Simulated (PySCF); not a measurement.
**Unknown compound**

An unknown has the formula C4H10N3P. Its calculated NMR data are:

$^{1}$H NMR (300 MHz, computed): δ 5.57 (m, 2H), 3.03 (m, 6H), 2.07 (br s, 2H).

$^{13}$C{$^{1}$H} NMR (computed): δ 120.1 (2C), 37.7 (2C).

[PySCF: shielding tensors at PBE0/pcSseg-1 (GIAO); structure optimised with GFN2-xTB; no relativistic terms; single conformer; gas phase; rapidly exchanging positions averaged]

Referencing at the same level of theory: $^{1}$H, $^{13}$C against TMS.

Q: Propose a structure and justify it.

A: 
- 2 carbon signals for 4 carbons: some carbons are equivalent by symmetry or fast rotation.
- Carbon types of the structure: 2 × CH, 2 × CH3, leaving 2 H on heteroatoms.
- δC 120.1: alkene carbon bearing nitrogen; as expected for a trigonal carbon in a double bond.
- δC 37.7: methyl carbon bonded to N; pulled downfield by the heteroatom.
- δH 5.57: hydrogen on an alkene carbon bearing nitrogen; olefinic region.
- δH 3.03: hydrogen on a methyl carbon bonded to N; its carbon carries N, which withdraws density.
- δH 2.07: hydrogen on a nitrogen bonded to P; exchangeable, gas-phase position.

These data were computed for `CN1C=CN(C)P1N`.

The data come from this structure; uniqueness wasn't tested.

OH/NH shifts are gas-phase values; hydrogen bonding in solution moves them, usually downfield. Splittings by $^{31}$P in the carbon and heteronuclear signals aren't shown, as no couplings were computed. Shifts are as computed. Against solution values, carbons near 30 ppm lie about +3 ppm off and those near 130 ppm about +5 ppm. Of 1211 compounds with measured shifts, 218 miss one by over three times the rms of a fit or turn the order of signals round; such compounds aren't used in these exercises. No couplings were computed; multiplicities are counted from neighbouring protons, with m where these are inequivalent, close in shift, in a saturated or five-membered ring or joined by F or P, and br s for small geminal =CH2 splittings.
